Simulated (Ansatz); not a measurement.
System: silyloxyboronic acid, H$_{5}$BSiO$_{3}$ (charge 0, singlet). SMILES: OB(O)O[SiH3]
Geometry from a B3LYP-D3(BJ)/def2-TZVP (Ansatz, a program for electronic structure) optimisation:
```
O
B 1 1.3589
O 2 1.3705 1 117.23
H 3 0.9598 2 115.93 1 180.00
O 2 1.3784 1 117.91 3 180.00
H 5 0.9599 2 116.65 1 -180.00
Si 1 1.6507 2 132.96 3 180.00
H 7 1.4772 1 106.69 2 -180.00
H 7 1.4802 8 109.65 1 -119.88
H 7 1.4802 8 109.65 9 -120.25
```

Property: size of the dipole moment, in D. Terms: dispersion terms only where a functional's name holds one; 6-311+G** with 5d, 6d on Na to Ar in Ansatz; spin-orbit terms left out; non-relativistic; 6-31G* and kin with 6d, 5d where marked; LANL2DZ with its own core potentials from Na on. Ab initio and DFT rows: single points at B3LYP-D3(BJ) geometries (Ansatz).

```
level            program  size of the dipole moment (D)
---------------  -------  -----------------------------
B3LYP/STO-3G      Ansatz                           2.11
B3LYP/3-21G       Ansatz                           3.47
B3LYP/LANL2DZ     Ansatz                           3.35
B3LYP/6-31G       Ansatz                           3.38
B3LYP/6-31G*      Ansatz                           3.05
B3LYP/6-31+G*     Ansatz                           3.03
B3LYP/6-31G**     Ansatz                           3.01
B3LYP/def2-SVP    Ansatz                           3.09
B3LYP/cc-pVDZ     Ansatz                           2.96
B3LYP/6-311+G**   Ansatz                           2.93
```

No value to compare with is used here. The 10 habitual levels span 2.11 (B3LYP/STO-3G) to 3.47 D (B3LYP/3-21G).

The sets are all those run for this method; left out are runs that failed, that the program found above a lower state of the same kind, or whose <S^2> lies over 0.5 above the pure value.
